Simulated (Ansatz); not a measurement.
Saddle point of CH₇Ge, doublet (GeH₃ + CH₄ → GeH₄ + CH₃; bonds formed: H1–Ge3; bonds broken: H1–C2), PBE0-D4/def2-TZVP structure:

H1  (-0.033, -0.048, 0.040)
C2  (-0.849, -1.185, 1.049)
Ge3  (0.731, 1.019, -0.903)
H4  (-0.529, -0.811, 2.013)
H5  (-1.866, -0.977, 0.741)
H6  (-0.388, -2.093, 0.683)
H7  (-0.297, 1.878, -1.660)
H8  (1.616, 1.937, -0.042)
H9  (1.615, 0.279, -1.921)
(Å)

Energies are electronic, without zero-point energy. Barriers and step energies count from the start structure reached by relaxing down the imaginary mode; all methods use the PBE0-D4 structures, on which another method's saddle can fall below an end. Computed with Ansatz 0.2.0 (basis: def2-TZVPP, with def2-QZVPP for the basis limit); correlated methods freeze the cores; orbitals are unrestricted. Filled d shells of the heavier atoms are correlated. The def2 sets are not built for correlating such inner shells, so the correlated values are less sure here. B3LYP uses VWN-RPA correlation. Extrapolation: Hartree–Fock as exp(−7.88 √X), correlation as X^−2.97.

| method | barrier (eV) | step energy (eV) |
| --- | --- | --- |
| SPW92 | 0.944 | 1.165 |
| PBE-D4 | 1.057 | 1.057 |
| BLYP-D4 | 1.053 | 1.008 |
| r2SCAN-D4 | 1.053 | 0.925 |
| B97M-V | 1.087 | 0.916 |
| PBE0-D4 | 1.130 | 1.012 |
| B3LYP-D4 | 1.118 | 0.987 |
| r2SCAN0-D4 | 1.109 | 0.919 |
| BHLYP-D4 | ? | 0.919 |
| CAM-B3LYP-D4 | 1.157 | 0.964 |
| wB97X-V | 1.171 | 0.964 |
| wB97M-V | 1.263 | 1.036 |
| B2PLYP | 1.191 | 0.971 |
| PBE-QIDH | 1.217 | 0.987 |
| RPA on PBE | ? | 0.950 |
| HF | 1.316 | 0.716 |
| MP2 | ? | 1.036 |
| CCSD | 1.238 | 0.928 |
| CCSD(T) | 1.219 | 0.955 |

Problem. Fill in the withheld barriers. (To be estimated.)

Solution. The calculation gives: MP2 1.324; RPA on PBE 1.248; BHLYP-D4 1.175 eV. Each is the energy of the saddle less that of the start structure, by the same method.

For comparison, the barrier by CCSD(T) at an estimated basis limit (MP2 extrapolated from triple and quadruple zeta, plus CCSD(T) − MP2 in triple zeta) is 1.207 eV.

T1 diagnostic: at most 0.014. ⟨S²⟩ of the unrestricted Hartree–Fock references: 0.75 to 0.77 (a pure state has 0.75).

Radical steps of this kind take place in plasma deposition and etching.

For scale, one of the runs: CCSD(T)/def2-TZVPP, 177 basis functions, launched by `ansatz run in.yaml --threads 4 --pin off --events-out ev --progress --plain --max-ram 9574MiB`. Time: 110 s of wall clock on 4 CPU threads of an Arm Neoverse V1; the host was shared. Peak host memory: 4.2 GiB.
